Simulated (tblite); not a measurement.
Start geometry of `[O-]\C=C/C=C/C=C/C=C\C(F)(F)F` from a force field or distance geometry (Å):
```
atom  x, y, z in Å
O1     5.075   -1.170    0.471
C2     4.845    0.191    0.200
C3     3.619    0.673    0.059
C4     2.486   -0.244    0.162
C5     1.248    0.195    0.031
C6     0.076   -0.671    0.123
C7    -1.120   -0.133   -0.039
C8    -2.255   -1.028    0.077
C9    -3.507   -0.627   -0.066
C10   -3.837    0.777   -0.339
F11   -5.199    0.912   -0.046
F12   -3.748    1.098   -1.703
F13   -3.219    1.699    0.475
H14    5.671    0.898    0.116
H15    3.465    1.738   -0.146
H16    2.653   -1.301    0.386
H17    1.163    1.274   -0.177
H18    0.179   -1.740    0.328
H19   -1.175    0.912   -0.226
H20   -2.116   -2.090    0.283
H21   -4.313   -1.346    0.032
```

Task: What comes out of this run: GFN2-xTB geometry optimisation, gas phase in tblite?

Result: 
```
atom  x, y, z in Å
O1     5.318   -1.156    0.513
C2     5.012    0.009    0.252
C3     3.724    0.547    0.050
C4     2.570   -0.207    0.134
C5     1.277    0.267   -0.031
C6     0.145   -0.527    0.086
C7    -1.160   -0.094   -0.050
C8    -2.255   -0.951    0.091
C9    -3.580   -0.640   -0.015
C10   -4.085    0.703   -0.311
F11   -5.441    0.735   -0.356
F12   -3.693    1.229   -1.509
F13   -3.752    1.672    0.590
H14    5.833    0.764    0.158
H15    3.653    1.605   -0.171
H16    2.702   -1.260    0.357
H17    1.140    1.320   -0.254
H18    0.300   -1.579    0.308
H19   -1.338    0.949   -0.270
H20   -2.030   -1.988    0.313
H21   -4.350   -1.382    0.115
```

The energy falls by 39.3 kcal/mol over 70 L-BFGS steps, the largest force on an atom goes from 7.07 to 0.007 eV/Å, and the atoms move by 0.222 Å rms after alignment. The bond that changes most is O1–C2 (enolate oxygen to vinylic carbon bearing oxygen), which shortens by 0.175 Å. Bonds longer at the end by more than 0.005 Å: 6 of 20; shorter: 13. Among the angles that change most is F12–C10–F13, from 113.2° to 103.6°. Among the dihedrals that turn most is C8–C9–C10–F12, from 84° to 61°. Rotational constants go from 2775, 209.6, 202.9 to 3114, 193.1, 187.7 MHz. The orientation of the end geometry is arbitrary; only internal coordinates are fixed.

Its GFN2-xTB frequencies are all real (lowest 29 cm⁻¹).

One conformer stands for the species.

These are computed values.
